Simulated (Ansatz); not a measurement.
Two members of one family (Same ligands, another metal), computed with Ansatz in the gas phase. The two geometries come from different levels. HOMO and LUMO are taken over both spins. A negative affinity means that the extra electron isn't bound at that geometry and level; within about 0.2 eV of zero the sign isn't settled. Binding counts from free atoms in the multiplicity of their measured ground term, without zero-point energy. Singlets are spin-restricted. The spins of the ions were chosen, not always searched. A dash marks a value that wasn't run or was left out as unsound. The structures are stationary points that may keep the symmetry of their start. Remarks come from the PBE and PBE0 runs and from stability tests at other levels; not every state was tested. A HOMO above zero means that the electron is unbound at that level and held by the basis, or that self-interaction error raises the level; the energy of removing that electron tells which. HOMO above LUMO (over both spins in singlets and doublets, within one spin in higher multiplets; at PBE or PBE0), or a gap under 0.15 eV within one spin, warns that the state may not be the lowest or that an electron is smeared out.

First: CrMe2 (quintet, charge 0, PBE-D4/def2-TZVP geometry; reduced ion sextet).

```tsv
atom	x (Å)	y (Å)	z (Å)
Cr1	0.4054	-0.5626	0.8280
C2	-1.5609	-0.1539	0.6581
H3	-1.7486	0.9313	0.6710
H4	-2.0569	-0.6147	1.5341
H5	-1.9838	-0.5893	-0.2610
C6	1.5604	0.1550	-0.6595
H7	1.2635	-0.2609	-1.6343
H8	2.5976	-0.1602	-0.4343
H9	1.5232	1.2552	-0.7022
```

| level | HOMO (eV) | LUMO (eV) | gap (eV) | vertical EA (eV) | binding per atom (eV) |
| --- | --- | --- | --- | --- | --- |
| PBE-D4/def2-SVP | -4.34 | -2.30 | 2.03 | – | 3.51 |
| PBE-D4/def2-TZVPD | -4.53 | -2.59 | 1.95 | -0.04 | 3.49 |
| r2SCAN-D4/def2-TZVPD | -4.84 | -2.39 | 2.45 | -0.12 | 3.42 |
| PBE0-D4/def2-SVP | -5.84 | -1.24 | 4.60 | – | 3.42 |
| HSE06-D4/def2-TZVP | -5.53 | -1.83 | 3.71 | – | 3.40 |

Metal–donor distances: 2 × C 2.02 Å. Remarks: restricted SCF unstable (singlet), spin-contaminated (⟨S²⟩ up to 3.02) (triplet), HOMO above zero (-1 sextet).

Second: FeMe2 (quintet, charge 0, PBE0-D4/def2-TZVP geometry; reduced ion quartet).

Cartesian coordinates in Å:
```
Fe -0.0363 0.0819 -0.0704
C 1.3322 1.2930 0.8090
H 1.5784 0.9482 1.8204
H 0.9750 2.3253 0.9005
H 2.2725 1.3290 0.2454
C -1.3351 -1.2856 -0.8154
H -0.8478 -1.9628 -1.5272
H -2.1767 -0.8197 -1.3414
H -1.7622 -1.9093 -0.0209
```

Problem. Estimate how these quantities change from the first to the second (second minus first).

Solution. 
```tsv
level	Δ HOMO (eV)	Δ LUMO (eV)	Δ gap (eV)	Δ vertical EA (eV)	Δ binding per atom (eV)
PBE-D4/def2-SVP	0.06	-1.70	-1.76	–	0.05
PBE-D4/def2-TZVPD	-0.30	-1.69	-1.39	1.31	0.04
r2SCAN-D4/def2-TZVPD	-0.19	-1.39	-1.19	1.17	0.08
PBE0-D4/def2-SVP	-0.70	-1.21	-0.52	–	0.09
HSE06-D4/def2-TZVP	-0.74	-1.16	-0.42	–	0.10
```

Metal–donor distances: 2 × C 2.03 Å. Remarks: HOMO above LUMO (singlet), restricted singlet, untested (singlet), spin-contaminated (⟨S²⟩ up to 3.01) (triplet), HOMO above zero (-1 quartet).
